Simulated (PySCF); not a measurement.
Al(H)(Et)(OMe) (C3H9AlO), SMILES C[CH2][AlH][O]C.

Geometry optimised at PBE0-D3(BJ)/def2-SVP. The structure was generated by enumeration; whether it is a known compound was not checked. One conformer was computed; it need not be the lowest.

Two levels are set side by side: PBE/def2-TZVP (PySCF) and CAM-B3LYP/def2-TZVP (PySCF). Same geometry, gas phase. Differences are taken from unrounded values.

```tsv
quantity	PBE
orbital gap (eV)	4.86
highest occupied level (eV)	-6.18
lowest empty level (eV)	-1.32
dipole moment (D)	0.05
mean polarisability (bohr³)	70.7
```

Task: These are the PBE values. What does CAM-B3LYP give? (Estimate from the structure and the level; the computed values follow.)

Result: 
```json
[
 {"quantity": "orbital gap (eV)", "CAM-B3LYP": "9.20", "PBE minus CAM-B3LYP": "-4.33"},
 {"quantity": "highest occupied level (eV)", "CAM-B3LYP": "-8.86", "PBE minus CAM-B3LYP": "2.68"},
 {"quantity": "lowest empty level (eV)", "CAM-B3LYP": "0.34", "PBE minus CAM-B3LYP": "-1.66"},
 {"quantity": "dipole moment (D)", "CAM-B3LYP": "0.10", "PBE minus CAM-B3LYP": "-0.05"},
 {"quantity": "mean polarisability (bohr³)", "CAM-B3LYP": "66.4", "PBE minus CAM-B3LYP": "4.3"}
]
```

PBE's occupied levels lie high since its potential decays too fast outside the molecule; exact exchange lowers them and widens the gap. Loosely held outer electrons make PBE densities more polarisable. Differences between two approximate levels are no errors against the true value.

Rough cost on one machine, each run with all the roots and properties that it gave: CAM-B3LYP against PBE within a factor of 2.
